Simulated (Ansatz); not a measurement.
C4H2F4 can be A, `FC1=CC(F)C1(F)F`, or B, `FC(F)=CC=C(F)F`.

Calculated with Ansatz (gas phase, PBE0-D4/def2-TZVP geometries, no zero-point term in ΔE). CBS: MP2 limit from def2 TZ/QZ plus the TZ coupled-cluster correction, frozen cores. DFT in def2-TZVPP. B3LYP here is the variant with VWN-RPA as its local correlation; programs differ in this. Each species was taken in one conformer, which may not be the lowest.

A:

Z-matrix (Å, degrees):
```
C
F 1 1.367
C 1 1.557 2 114.0
C 1 1.505 2 115.3 3 -98.0
H 1 1.093 2 108.5 3 128.4
F 3 1.339 1 114.9 2 0.4
F 3 1.348 1 115.7 2 126.5
C 3 1.498 1 84.7 2 -117.2
H 4 1.080 1 132.2 2 -66.0
F 8 1.307 3 129.9 1 -175.6
```

B:

Z-matrix (Å, degrees):
```
C
F 1 1.314
C 1 1.324 2 125.1
F 1 1.312 2 110.3 3 180.0
C 3 1.443 1 123.1 2 0.0
H 3 1.081 1 116.7 2 180.0
C 5 1.324 3 123.1 1 180.0
H 5 1.081 3 120.2 1 -0.0
F 7 1.314 5 125.1 3 -0.0
F 7 1.312 5 124.7 3 180.0
```

Task: Which is lower in electronic energy at CCSD(T)/CBS, and by how much? (Best estimate.)

Result: The calculation gave: B, by 29.2 kJ/mol.

Task: Give E(B) − E(A) in kJ/mol with B3LYP-D4, CCSD/def2-TZVPP, HF/def2-TZVPP, ωB97M-V, B2PLYP, r2SCAN-D4, CCSD(T)/def2-TZVPP. (Estimate.)

Result: The calculation gave: B3LYP-D4 -52.9, CCSD/def2-TZVPP -31.6, HF/def2-TZVPP -38.6, ωB97M-V -31.9, B2PLYP -46.1, r2SCAN-D4 -49.7, CCSD(T)/def2-TZVPP -33.3. None reverses the order clearly.

Task: Does the order hold for the free energy at 298.15 K (harmonic terms from PBE0-D4)? (Best estimate.)

Result: Ansatz gave: Yes: G(B) − G(A) = -34.0 kJ/mol, for one conformer each.

Largest T1 diagnostic: 0.013.

At CCSD(T), def2-SVP lies −19.5 kJ/mol from the extrapolated value and def2-TZVPP −4.1 kJ/mol. From r2SCAN to r2SCAN0 (25 % exact exchange), in def2-TZVPP and without D4, E(B) − E(A) moves by +10.1 kJ/mol.
